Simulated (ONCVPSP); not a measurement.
**LDA (Perdew-Wang 92) ONCV dataset for Xe (Z = 54), scalar-relativistic all-electron reference.**

ONCVPSP 4.0.1 input, shortened (lines: element, Z, core and valence counts, functional; n l f; lmax; l rc ep ncon nbas qcut; lloc lpopt rc5 dvloc0; l nproj debl; icmod fcfact rcfact), LDA (Perdew-Wang 92), scalar-relativistic:

```
  Xe 54.00    6    5  -001012      upf
    1    0    2.00
    2    0    2.00
    2    1    6.00
    3    0    2.00
    3    1    6.00
    3    2   10.00
    4    0    2.00
    4    1    6.00
    4    2   10.00
    5    0    2.00
    5    1    6.00
    2
    0    1.35    0.00    3    7    7.70
    1    1.25    0.00    5    9   13.50
    2    1.40    0.00    4    8   11.50
    4    5    1.15    1.00
    0    3    0.60
    1    3    1.30
    2    3    1.50
    3    1.75    1.10
```

In the s channel the program set the typed energies aside and used -7.239, -0.734, 0.250 Ha. In the d channel the program set the typed energies aside and used -2.185, 0.250, 1.750 Ha.

* Cutoffs needed: 61 Ha and 72 Ha (the cutoffs (Ha) at which the residual kinetic energy of the hardest occupied pseudo-wave falls to 1 and 0.1 mHa per electron)
* Ghost test: no bound ghost flagged; GHOST(+) flags only above 600 eV
* Largest excitation error: -26 meV (all-electron minus pseudo) for 4s2 4p6 4d10 5s2 5p2, out of 4 test configurations
* rms error of d²Exc/dni dnj: 5.09 mHa without and 2.79 mHa with the model core
